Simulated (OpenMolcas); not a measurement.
**Computed transition rates of N III**

```yaml
Program: OpenMolcas
Method: CASSCF
Basis: ANO-RCC-VTZP [4s3p2d1f]
Scalar_Hamiltonian: DKH4, point nucleus
Active_space: 3 electrons in 8 orbitals (2s 2p 3s 3p)
State_averaging: 2S+1 = 2 odd, 11 roots; 2S+1 = 4 odd, 1 root kept (CI in the orbitals of an earlier block); 2S+1 = 2 even, 9 roots; 2S+1 = 4 even, 3 roots kept (CI in the orbitals of an earlier block)
Spin-orbit_coupling: state interaction with AMFI integrals over the reference wave functions, term energies averaged over their components
```

Rates come from the transition moments of the reference wave functions (E1 and E2 in the length form). At fixed line strength A goes as λ^-3 for E1 and M1 and as λ^-5 for E2, so a rate at the computed wavelength can be rescaled to the measured one. Measured vacuum wavelengths follow from level energies in Moore, Selected Tables of Atomic Spectra, NSRDS-NBS 3, section 5. Branching counts decays inside the model space alone, at computed energies, and the table is only a selection of the E1 lines, drawn from those between levels with measured partners whose computed energy lies within a factor of 1.5 of the measured one.

| Upper | Lower | Type | λ computed (nm) | λ measured (nm) | A computed (s-1) | A rescaled (s-1) | Branching % |
| --- | --- | --- | --- | --- | --- | --- | --- |
| 2s 2p2 4P 3/2 | 2s2 2p 2P* 3/2 | E1 | 191.4 | 175.2 | 4.80e+01 |  | 86.7 |
| 2s 2p2 4P 5/2 | 2s2 2p 2P* 3/2 | E1 | 191 | 175 | 1.70e+02 |  | 100.0 |
| 2s 2p2 4P 3/2 | 2s2 2p 2P* 1/2 | E1 | 190.7 | 174.7 | 7.38e+00 |  | 13.3 |
| 2p3 2D* 5/2 | 2s 2p2 2P 3/2 | E1 | 175.6 | 175.2 | 2.58e+08 | 2.60e+08 | 13.9 |
| 2p3 2D* 3/2 | 2s 2p2 2P 1/2 | E1 | 175.2 | 174.8 | 2.18e+08 | 2.19e+08 | 11.7 |
| 2p3 2P* 1/2 | 2s 2p2 2P 3/2 | E1 | 119.7 | 118.5 | 4.60e+08 | 4.74e+08 | 9.2 |
| 2p3 2P* 3/2 | 2s 2p2 2P 3/2 | E1 | 119.6 | 118.5 | 1.16e+09 | 1.19e+09 | 23.1 |
| 2p3 2P* 1/2 | 2s 2p2 2P 1/2 | E1 | 119.5 | 118.3 | 9.31e+08 | 9.60e+08 | 18.6 |
| 2s 2p2 2D 3/2 | 2s2 2p 2P* 3/2 | E1 | 94.45 | 99.15 | 1.29e+08 | 1.12e+08 | 16.4 |
| 2s 2p2 2D 5/2 | 2s2 2p 2P* 3/2 | E1 | 94.45 | 99.16 | 7.80e+08 | 6.74e+08 | 100.0 |
| 2s 2p2 2D 3/2 | 2s2 2p 2P* 1/2 | E1 | 94.3 | 98.98 | 6.55e+08 | 5.66e+08 | 83.6 |
| 2p3 2D* 3/2 | 2s 2p2 2D 5/2 | E1 | 94.07 | 97.98 | 1.64e+08 | 1.45e+08 | 8.9 |
| 2p3 2D* 5/2 | 2s 2p2 2D 5/2 | E1 | 94.07 | 97.99 | 1.49e+09 | 1.32e+09 | 80.3 |
| 2p3 2D* 3/2 | 2s 2p2 2D 3/2 | E1 | 94.07 | 97.98 | 1.43e+09 | 1.27e+09 | 77.1 |
| 2p3 2P* 3/2 | 2s 2p2 2S 1/2 | E1 | 93.98 | 100.6 | 4.31e+08 | 3.51e+08 | 8.6 |
| 2p3 4S* 3/2 | 2s 2p2 4P 5/2 | E1 | 76.1 | 77.24 | 2.97e+09 | 2.84e+09 | 49.9 |
| 2p3 4S* 3/2 | 2s 2p2 4P 3/2 | E1 | 76.04 | 77.19 | 1.98e+09 | 1.89e+09 | 33.4 |
| 2s 2p2 2S 1/2 | 2s2 2p 2P* 3/2 | E1 | 75.53 | 76.44 | 2.49e+09 | 2.40e+09 | 66.2 |
| 2s 2p2 2S 1/2 | 2s2 2p 2P* 1/2 | E1 | 75.43 | 76.33 | 1.27e+09 | 1.23e+09 | 33.8 |
| 2p3 2P* 1/2 | 2s 2p2 2D 3/2 | E1 | 75.23 | 77.3 | 3.20e+09 | 2.95e+09 | 63.9 |
| 2p3 2P* 3/2 | 2s 2p2 2D 5/2 | E1 | 75.23 | 77.29 | 2.87e+09 | 2.65e+09 | 57.3 |
| 2s 2p2 2P 1/2 | 2s2 2p 2P* 3/2 | E1 | 64.47 | 68.63 | 2.29e+09 | 1.90e+09 | 33.6 |
| 2s 2p2 2P 3/2 | 2s2 2p 2P* 3/2 | E1 | 64.42 | 68.58 | 5.68e+09 | 4.71e+09 | 83.4 |
| 2s 2p2 2P 1/2 | 2s2 2p 2P* 1/2 | E1 | 64.4 | 68.55 | 4.52e+09 | 3.75e+09 | 66.4 |
| 2s 2p2 2P 3/2 | 2s2 2p 2P* 1/2 | E1 | 64.35 | 68.5 | 1.13e+09 | 9.37e+08 | 16.6 |

Spin-changing lines and M1 lines between different terms are not rescaled, since their strength hangs on the term gaps too.

The largest correction is for 2p3 2P* 3/2 → 2s 2p2 2S 1/2 (E1): 4.31e+08 × (93.98 / 100.6)^3 = 3.51e+08 s-1, a factor of 0.82.

The computed rate and branching of 2s 2p2 2D 5/2 → 2s2 2p 2P* 3/2 give the upper level a radiative lifetime of 1.000 / 7.80e+08 s-1 = 1.28e-09 s, counting decays inside the model space alone. The rescaled rate gives about 1.5e-09 s.

The computed order of these levels differs from the measured one in 2 places, and where term gaps are wrong the rates of spin-changing lines can be off by large factors.

No measured rate stands beside these. Rescaling mends the energy factor alone: line strengths can still be far off where a level mixes with configurations outside the active space, and weak or spin-changing lines hang on small mixing coefficients that depend on the term gaps too, so rescaling need not improve them.

Terms from blocks run as CI alone lack orbitals of their own. Active for correlation alone: 3p 3s; no level in the range computed is led by a configuration that fills them, so any true level of that kind is missing. Computed and measured levels are paired by configuration, term and J; levels that our copy of the source lacks, or whose pairing is in doubt (as where it misses far off the trend of its configuration), stay unpaired. Levels of configurations outside the active space are missing.

* marks odd parity.
